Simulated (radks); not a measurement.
The numbers below are computed, except where a source is named.
Problem. These are the eigenvalues of the occupied orbitals of an atom or ion with whole-number occupations (eV). Level of theory: Dirac Kohn-Sham, LB94 model potential, spin-unpolarised, spherical densities, finite nucleus; Fermi nuclear charge, rms radius of each element as measured or else 0.836 A^(1/3) + 0.57 fm (a radial shooting solver on a logarithmic mesh with Libxc functionals).

orbital  eigenvalue
1s1/2     -87881.82
2s1/2     -20755.50
2p1/2     -20314.28
2p3/2     -18379.36

Which element is it, and in what charge state? The configuration may be excited. Open shells, if any, fill j = l - 1/2 first.

Solution. Z = 79, gold, charge +70: Au70+ in [He] 2s2 2p5. The list shows which subshells hold electrons but not how many an open one holds; the 1s level, -3229.6 hartree, gives Z - s = 80.4 by -(Z - s)^2/2, which with screening and relativity narrows Z to a few neighbours, and the depths of the outer levels then fix element, charge and occupations together.
